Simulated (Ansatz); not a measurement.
Stepwise reaction of `O[Si](F)([SiH3])[SiH3]` with hydrogen fluoride, as a gas-phase model of exchange steps in deposition or etching. ΔE in kJ/mol; ΔG adds harmonic PBE0-D4 terms to CCSD(T)/CBS, at 1 bar.

Gas-phase electronic energies from Ansatz, PBE0-D4/def2-TZVP geometries. CCSD(T)/CBS is the MP2 limit (def2-TZVPP, def2-QZVPP) plus CCSD(T) − MP2 in def2-TZVPP, frozen cores. This one scheme is used for every species. Functionals use def2-TZVPP. B3LYP here is the variant with VWN-RPA as its local correlation; programs differ in this. One conformer a species, not always the lowest.

```
step                                                     reaction  PBE-D4  B3LYP-D4  ωB97M-V  CCSD(T)/CBS  ΔG(400 K)
   1  `O[Si](F)([SiH3])[SiH3]` + H–F → `O[Si](F)(F)[SiH3]` + SiH₄  -146.8    -171.4   -178.5       -170.6     -169.3
```

Q: Give the row of step 2, `O[Si](F)(F)[SiH3]` + H–F → `O[Si](F)(F)F` + SiH₄. (An estimate is asked.)

A: Ansatz gave: 
| step | reaction | PBE-D4 | B3LYP-D4 | ωB97M-V | CCSD(T)/CBS | ΔG(400 K) |
| --- | --- | --- | --- | --- | --- | --- |
| 2 | `O[Si](F)(F)[SiH3]` + H–F → `O[Si](F)(F)F` + SiH₄ | -132.7 | -155.4 | -163.0 | -158.6 | -157.0 |

Q: By hand: ΔE of the 2 steps together at CCSD(T)/CBS.

A: (-170.6) + (-158.6) = -329.2 kJ/mol, or -164.6 kJ/mol a step.

In ΔE each step is higher than the one before. All are downhill at CCSD(T)/CBS. ΔG lies between -169.3 and -157.0 kJ/mol a step. PBE-D4 differs from CCSD(T)/CBS by 23.8 to 25.9 kJ/mol a step. Only this route is followed, and other bonds may react first. Isolated molecules leave out the surface, adducts and barriers. Largest T1 diagnostic: 0.013.
